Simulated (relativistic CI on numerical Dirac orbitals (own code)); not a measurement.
**One change at a time: Ti III**

Base calculation: Dirac-Coulomb-Breit CI, orbitals from a KLI potential per configuration, model QED, valence Slater integrals scaled by 0.85, P86 correlation energy added to each configuration.

Configuration list (outside the closed core [Ne] 3s2): 3p⁶3d², 3p⁶3d4s, 3p⁶3d4p, 3p⁶4s², 3p⁶3d5s, 3p⁶3d4d, 3p⁶3d5p, 3p⁶4s4p, 3p⁶3d4f, 3p⁶3d5d, 3p⁶3d6s, 3p⁶3d6p, 3p⁶3d5f, 3p⁶3d5g, 3p⁵3d³, 3p⁶3d6d, 3p⁶4p², 3p⁶4s4d. Levels of other configurations are missing.

Variants: (1) self-excluded LDA correlation estimate; (2) valence Slater integrals scaled by 0.75; (3) configuration mixing switched off. Shifts of the energy above 3p⁶3d² ³F2, in cm⁻¹, for the lowest level and the first level of each name with at least 55 % of one term (blank where a level changes its place among those of its configuration and J or its character, or is not in the variant):

```
       Level     Base     Δ(1)     Δ(2)     Δ(3)  Measured
  3p⁶3d² ³F2      0.0      0.0      0.0      0.0       0.0
  3p⁶3d² ³F3    159.7     +0.1     -0.4     +1.7     184.9
  3p⁶3d² ³F4    364.0     +0.1     -1.4     +4.2     420.4
  3p⁶3d² ¹D2   9425.6     +2.7  -1059.3   +115.4    8473.5
  3p⁶3d² ³P0  11434.3     -1.0  -1318.0    -10.2   10538.4
  3p⁶3d² ³P1  11489.7     -1.0  -1317.5    -11.2   10603.6
  3p⁶3d² ³P2  11587.9     -1.1  -1315.7    -11.8   10721.2
  3p⁶3d² ¹G4  14827.1     -0.6  -1717.2    -23.6   14397.6
  3p⁶3d² ¹S0  34452.8    +56.2  -4025.0  +1828.4   32475.5
 3p⁶3d4s ³D1  39823.1  +1387.9   -696.2    +51.9          
 3p⁶3d4s ³D2  39946.0  +1387.9   -696.8    +53.7   38198.9
 3p⁶3d4s ³D3  40150.2  +1387.9   -695.2    +54.0   38426.0
 3p⁶3d4s ¹D2  43582.0  +1394.5  -1117.3   +647.7   41704.3
3p⁶3d4p ¹D°2  76289.8  +2252.3   -424.8    -34.3   75198.2
3p⁶3d4p ³D°1  77824.2  +2251.6   -621.5    -29.3   77000.2
3p⁶3d4p ³D°2  77980.8  +2251.6   -625.2    -34.1   77167.4
3p⁶3d4p ³D°3  78216.3  +2251.6   -629.1    -34.6   77424.4
3p⁶3d4p ³F°2  78231.3  +2251.6   -669.5    -52.5   77421.9
3p⁶3d4p ³F°3  78524.9  +2251.6   -672.3    -52.2   77746.4
3p⁶3d4p ³F°4  78901.7  +2251.6   -682.1    -54.9   78158.6
3p⁶3d4p ³P°1  81625.2  +2253.0  -1037.0    +79.3   80939.2
3p⁶3d4p ³P°0  81627.4  +2253.0  -1034.6    +72.7   80944.9
```

For a near-neutral ion this model can misplace configurations by up to about 10,000 cm⁻¹ (more where the count of f electrons changes) and terms by 10 to 25 % of their spread. Rates follow the energies as ν³ (E1, M1) or ν⁵ (E2), so they and the lifetimes can be off by large factors. The fine structure of a lone outer electron comes out too small, for d and f at times inverted, and misplaced configurations move strength between like terms. 61 of the 64 excited levels that our extract of the measured tables holds in this range could be paired (the sources list more); they are missed by 846 cm⁻¹ on average and 3022 at most, and levels without a partner can miss by more.

Measured levels: Corliss and Sugar, J. Phys. Chem. Ref. Data 8, 1 (1979).

Ionisation energy from the two ground configurations alone: base 27.52 eV; self-excluded LDA correlation estimate 27.93 eV; valence Slater integrals scaled by 0.75 27.42 eV. The NIST ASD value (measured) is 27.4917 eV.
